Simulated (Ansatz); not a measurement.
One change: `F[SiH2]OC[SeH]` becomes `F[SiH2][O][GeH2][Cl]`.

Ansatz, PBE0-D4/def2-TZVP geometries, multiplicity 1. Each molecule was computed in one conformer, which needn't be the lowest.

Scalar relativity is left out up to krypton. Spin–orbit coupling is left out; it splits and shifts lone-pair levels of the heavy atoms by tenths of an eV.

```json
{"property": "size of the dipole moment (PBE/def2-TZVPP) / D", "`F[SiH2]OC[SeH]`": "1.35"}
{"property": "size of the dipole moment (ωB97M-V/def2-TZVPP) / D", "`F[SiH2]OC[SeH]`": "1.38"}
{"property": "LUMO energy (PBE0/def2-TZVPP) / eV", "`F[SiH2]OC[SeH]`": "-0.20"}
{"property": "zero-point energy (PBE0-D4/def2-TZVP) / kJ/mol", "`F[SiH2]OC[SeH]`": "161.1"}
{"property": "HOMO energy (PBE/def2-TZVPP) / eV", "`F[SiH2]OC[SeH]`": "-5.90"}
{"property": "HOMO energy (B3LYP/def2-TZVPP) / eV", "`F[SiH2]OC[SeH]`": "-6.84"}
```

**Question.** What does the change do to each property? (An estimate is asked.)

**Answer.** Computed: 
```csv
property,`F[SiH2][O][GeH2][Cl]`,shift
size of the dipole moment (PBE/def2-TZVPP) / D,1.86,0.51
size of the dipole moment (ωB97M-V/def2-TZVPP) / D,1.96,0.58
LUMO energy (PBE0/def2-TZVPP) / eV,-0.20,0.00
zero-point energy (PBE0-D4/def2-TZVP) / kJ/mol,112.1,-49.0
HOMO energy (PBE/def2-TZVPP) / eV,-7.60,-1.70
HOMO energy (B3LYP/def2-TZVPP) / eV,-8.80,-1.96
```

The zero-point energy changes by -49.0 kJ/mol with -3 modes. Dipoles are sizes alone; their direction can turn.

B3LYP here is the variant with VWN-RPA as its local correlation; programs differ in this.
